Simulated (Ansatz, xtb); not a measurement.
**C3H5FGeO3: which of two isomers lies lower**

Structure I is `O=C1OC[C@@](F)([GeH3])O1`, a singlet and structure II is `O=C1O[C@@H](F)[C@H]([GeH3])O1`, a singlet. Both are isolated molecules in the gas phase, relaxed with B3LYP-D3(BJ)/def2-SVP; the shapes shown needn't be the lowest conformers.

I (Å):

```xyz
13

C     2.7937    0.4020   -0.2596
C     1.3840   -0.8883    0.9724
C     0.5674    0.1364    0.1781
F    -0.0170   -0.5028   -0.9036
Ge   -0.8536    1.1753    1.1220
O     3.7786    0.8452   -0.7455
O     2.6975   -0.7484    0.4416
O     1.5558    1.0045   -0.3084
H     1.4017   -0.6738    2.0532
H     1.0148   -1.9072    0.7978
H    -1.4854    2.1316    0.1042
H    -0.1914    1.9333    2.2853
H    -1.8856    0.1650    1.6536
```

II (Å):

```yaml
atoms:
  - { symbol: C, position_ang: [0.8439, 1.8025, -0.6271] }
  - { symbol: C, position_ang: [0.9273, -0.4700, -0.5689] }
  - { symbol: C, position_ang: [1.4672, 0.0888, 0.7519] }
  - { symbol: F, position_ang: [1.9488, -0.9521, -1.3429] }
  - { symbol: Ge, position_ang: [0.3070, -0.2209, 2.3465] }
  - { symbol: O, position_ang: [0.6499, 2.8906, -1.0532] }
  - { symbol: O, position_ang: [0.3600, 0.6439, -1.1854] }
  - { symbol: O, position_ang: [1.5496, 1.4966, 0.4849] }
  - { symbol: H, position_ang: [0.1699, -1.2638, -0.4882] }
  - { symbol: H, position_ang: [2.4815, -0.2958, 0.9278] }
  - { symbol: H, position_ang: [0.9411, 0.4864, 3.5519] }
  - { symbol: H, position_ang: [0.2141, -1.7412, 2.5825] }
  - { symbol: H, position_ang: [-1.0807, 0.3613, 2.0264] }
```

Which of the two would you expect CCSD(T)/def2-SVP + ΔMP2/def2-TZVPP electronic energies to favour?

CCSD(T)/def2-SVP + ΔMP2/def2-TZVPP gives E(II) − E(I) = −7.25 kJ/mol, slightly favouring structure II, which is too small a margin to settle the true order.

The same difference at several levels:

| level | geometry | E(II) − E(I) (kJ/mol) | departure from the last row (kJ/mol) | job, with rough time for the two |
| --- | --- | --- | --- | --- |
| GFN2-xTB | GFN2-xTB | +8.26 | +15.51 | optimisation, 0.25 s |
| HF/STO-3G | GFN2-xTB | +4.30 | +11.55 | single point, 1 s |
| r2SCAN-D4/def2-SVP | GFN2-xTB | −3.51 | +3.74 | single point, 9 s |
| B3LYP-D3(BJ)/def2-SVP | B3LYP-D3(BJ)/def2-SVP | −4.44 | +2.81 | optimisation, 2.2 min |
| HF/def2-SVP | B3LYP-D3(BJ)/def2-SVP | −7.01 | +0.25 | part of the CCSD(T) run |
| MP2/def2-SVP | B3LYP-D3(BJ)/def2-SVP | −6.63 | +0.62 | part of the CCSD(T) run |
| CCSD(T)/def2-SVP | B3LYP-D3(BJ)/def2-SVP | −5.48 | +1.77 | single point |
| CCSD(T)/def2-SVP + ΔMP2/def2-TZVPP | B3LYP-D3(BJ)/def2-SVP | −7.25 |  | single point, 4.8 min |

As drawn, both hold the same kinds of bond in the same numbers.

GFN2-xTB, HF/STO-3G put the two in the other order. The largest departure from CCSD(T)/def2-SVP + ΔMP2/def2-TZVPP is that of GFN2-xTB, 15.51 kJ/mol. The last row adds to CCSD(T) the change of the MP2 difference between the two basis sets, here −1.77 kJ/mol.

With thermal terms from frequencies at re-optimised GFN2-xTB minima (ideal gas, soft modes damped towards free rotors, one conformer each, 298.15 K, 1 atm): on the last row, ΔE + ΔZPE = −6.03, ΔH = −6.54, ΔG = −6.00 kJ/mol.

The correlated steps freeze 16 core orbitals; the filled d shell of Ge is correlated, in a basis made for valence electrons. Programs: Ansatz 0.2.0, xtb 6.7.1; the last row on 2 threads of Arm Neoverse V1 on a shared host.
